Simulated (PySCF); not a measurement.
A database entry of computed molecular properties. Lists by class give the value and the number of equivalent atoms.

```json
{
 "name": "methoxybenzoquinone",
 "formula": "C7H6O3",
 "smiles": "COC1=CC(=O)C=CC1=O",
 "charge": 0,
 "multiplicity": 1,
 "geometry_level": "PBE0-D3(BJ)/def2-SVP",
 "atoms_angstrom": [
  ["C", 2.476, 0.401, -0.044],
  ["O", 1.573, -0.661, -0.294],
  ["C", 0.267, -0.527, -0.491],
  ["C", -0.466, -1.642, -0.739],
  ["C", -1.911, -1.607, -0.953],
  ["O", -2.567, -2.61, -1.165],
  ["C", -2.575, -0.275, -0.902],
  ["C", -1.873, 0.84, -0.665],
  ["C", -0.411, 0.816, -0.443],
  ["O", 0.2, 1.844, -0.232],
  ["H", 3.459, -0.081, 0.043],
  ["H", 2.238, 0.929, 0.89],
  ["H", 2.491, 1.13, -0.865],
  ["H", 0.021, -2.617, -0.777],
  ["H", -3.655, -0.273, -1.069],
  ["H", -2.327, 1.834, -0.619]
 ],
 "electronic_structure_code": "PySCF",
 "results": {
  "PBE0-D3(BJ)/def2-SVP geometry optimisation, gas phase": {
   "point_group": "Cs",
   "rotational_constants_GHz": [2.659, 1.039, 0.751]
  },
  "wB97X-D/def2-SVPD ground state, ΔSCF and vertical TDDFT (core frozen in the response)": {
   "dipole_D": 2.53,
   "homo_eV": -9.24,
   "lumo_eV": -1.88,
   "S1_eV": 2.96,
   "strongest_line_of_10_singlets_eV": 5.03,
   "T1_tda_eV": 2.2,
   "polarisability_au": 96.3,
   "vertical_ip_eV": 9.34,
   "vertical_ea_eV": 1.74,
   "r2_bohr2_about_centre_of_nuclear_charge": 1446.2,
   "singlets_eV_and_f": [
    [2.96, 0.0],
    [3.17, 0.001],
    [3.21, 0.042],
    [5.03, 0.287],
    [6.18, 0.0],
    [6.33, 0.124],
    [6.4, 0.001],
    [6.62, 0.0],
    [6.76, 0.001],
    [6.86, 0.27]
   ],
   "triplets_tda_eV": [2.2, 2.52, 2.73, 3.07]
  },
  "PBE0/pcSseg-1 ground state and GIAO shieldings, non-relativistic": {
   "shift_vs_computed_TMS_C_by_class_ppm": [
    [190.2, 1],
    [190.2, 1],
    [159.4, 1],
    [143.3, 1],
    [139.0, 1],
    [117.0, 1],
    [60.3, 1]
   ],
   "shift_vs_computed_TMS_H_by_class_ppm": [
    [6.49, 1],
    [6.49, 1],
    [6.04, 1],
    [4.16, 3]
   ],
   "shielding_other_nuclei_by_class_ppm": [
    ["O", -415.2, 1],
    ["O", -379.0, 1],
    ["O", 214.5, 1]
   ],
   "charges_hirshfeld_e_by_atom": [-0.03, -0.09, 0.08, -0.09, 0.13, -0.23, -0.02, -0.04, 0.15, -0.19, 0.06, 0.04, 0.04, 0.06, 0.07, 0.06]
  },
  "B3LYP/pcJ-1 indirect spin-spin coupling, non-relativistic, gas phase; spin–dipole term left out": {
   "largest_one_bond_couplings_by_class_Hz": [
    ["13C–1H", 177.8, 1],
    ["13C–1H", 176.8, 1],
    ["13C–1H", 174.2, 1],
    ["13C–1H", 154.1, 3]
   ]
  }
 }
}
```

The ΔSCF ionisation energy exceeds −ε(HOMO) by 0.10 eV with wB97X-D. In atomic units the dipole is 1.00 e·bohr (1 au = 2.5417 D). The polarisability is 14.27 Å³ as a volume (1 au = 0.148185 Å³), or 1.34 au for each of the 72 electrons.

 NMR classes are plain means over equivalent atoms (diastereotopic ones count apart unless rotation or inversion swaps them), as if these changed places fast; in this geometry the members of some classes differ.

Shape of the structure used: `[CH3:1][O:2][C:3]1=[CH:4][C:5](=[O:6])[CH:7]=[CH:8][C:9]1=[O:10]`: C1–O2–C3–C4 179°.

One conformer stands for the species.
